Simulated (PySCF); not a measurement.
C₂H₆ClGa, SMILES [CH3][Ga]([CH3])[Cl] (connectivity only; charge and spin as stated), charge +1, multiplicity 2. Atoms are numbered in the order given.

```xyz
10

Ga    -0.0617     0.2095    -0.1225
C     -1.8520    -0.9953    -0.4483
H     -1.3770    -1.8502    -0.9491
H     -2.5055    -0.3607    -1.0558
H     -2.1335    -1.1417     0.6037
C     -0.3073     1.9541    -1.0082
H     -0.4533     1.7695    -2.0814
H      0.6288     2.4958    -0.7996
H     -1.1818     2.4409    -0.5550
Cl     1.2878    -0.9176     1.0221
```
Charge +1, spin multiplicity 2.

The structure is a stationary point at TPSSh-D3(BJ)/def2-SVP. The spin state was assumed, not searched. The isomer is the one that the SMILES or the coordinates give; other isomers of the formula were not compared.

These are PySCF with M06-2X/def2-TZVP values and carry that method's errors.

The molecule is in vacuum.

Computed frontier levels, dipole moment and polarisability:
```json
{
 "α spin, highest occupied and lowest empty level": "-14.75 and -5.78 eV",
 "β spin, highest occupied and lowest empty level": "-15.49 and -9.57 eV",
 "dipole_moment_about_the_centre_of_nuclear_charge": "4.66 D",
 "mean_static_polarisability": "67.6 bohr³ (10.02 Å³)",
 "polarisability_principal_values": "43.5, 71.9, 87.4 bohr³",
 "⟨S²⟩": "0.760 (pure state 0.75)"
}
```
